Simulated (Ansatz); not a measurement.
C₄H₅F₃ (`C/C=C/C(F)(F)F`). Charge 0, multiplicity 1. Geometry: relaxed with PBE0-D4/def2-TZVP.

```xyz
12

C     1.846    0.259   -0.634
C     0.606    0.231    0.183
C    -0.560   -0.238   -0.234
C    -1.787   -0.253    0.607
F    -2.777    0.454    0.036
F    -2.255   -1.504    0.763
F    -1.594    0.252    1.830
H     1.687   -0.155   -1.631
H     2.642   -0.310   -0.144
H     2.214    1.284   -0.738
H     0.674    0.625    1.193
H    -0.697   -0.646   -1.231
```

(1) What is the dipole moment at PBE/def2-TZVPP? (An estimate is asked.)

(2) And with r2SCAN, B3LYP, ωB97M-V? (Best estimate.)

(3) Give the Mulliken charges with PBE, r2SCAN, ωB97M-V in def2-TZVPP. (Estimate.)

Answers

(1) Computed: 2.88 D, with components (2.65, 0.31, -1.09) D in this frame, pointing from negative to positive charge.

(2) Computed: r2SCAN 3.00 D, B3LYP 3.04 D, ωB97M-V 3.03 D.

(3) Computed: 
```csv
atom,PBE,r2SCAN,ωB97M-V
C1,-0.20,-0.09,-0.26
C2,-0.08,-0.06,-0.07
C3,-0.18,-0.18,-0.19
C4,0.42,0.53,0.49
F5,-0.14,-0.18,-0.17
F6,-0.14,-0.18,-0.17
F7,-0.14,-0.18,-0.17
H8,0.08,0.04,0.09
H9,0.10,0.06,0.11
H10,0.10,0.06,0.11
H11,0.10,0.09,0.12
H12,0.09,0.08,0.11
```

B3LYP here is the variant with VWN-RPA as its local correlation; programs differ in this.
